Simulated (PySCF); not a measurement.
Spinor energies of Sc+ (scandium, charge +1)

Start: [Ar] 4s2. Calculated with PySCF 2.14 in x2c-TZVPall-2c: generalised Hartree-Fock with the X2C-1e Hamiltonian and a Gaussian nucleus; one run each with spin-orbit coupling (SO) switched off, then screened by Boettger's factors. This is a chosen level, not necessarily the ground level.

```csv
spinor shell,electrons,"ε, spin-free (eV)","ε, screened SO (eV)",weight of nominal j (screened SO),"rms radius, screened SO (bohr)"
1s1/2,2,-4552.7,-4552.7,1.000,0.0844
2s1/2,2,-538.39,-538.38,1.000,0.370
2p1/2,2,-440.91,-444.12,1.000,0.338
2p3/2,4,-440.91,-439.32,1.000,0.341
3s1/2,2,-83.683,-83.682,1.000,1.13
3p1/2,2,-55.410,-55.795,1.000,1.23
3p3/2,4,-55.410,-55.219,1.000,1.24
4s1/2,2,-13.322,-13.322,1.000,3.49
```

```tsv
quantity	spin-free	screened SO
E (hartree)	-763.00210	-763.00676
M_J	0	0
⟨J²⟩	0.000	0.000
⟨L²⟩	0.000	0.000
⟨S²⟩	0.000	0.000
```

Without spin-orbit coupling the j labels of p, d and f shells carry no meaning; the spin-free column gives the mean over the occupied spinors of each nl shell.
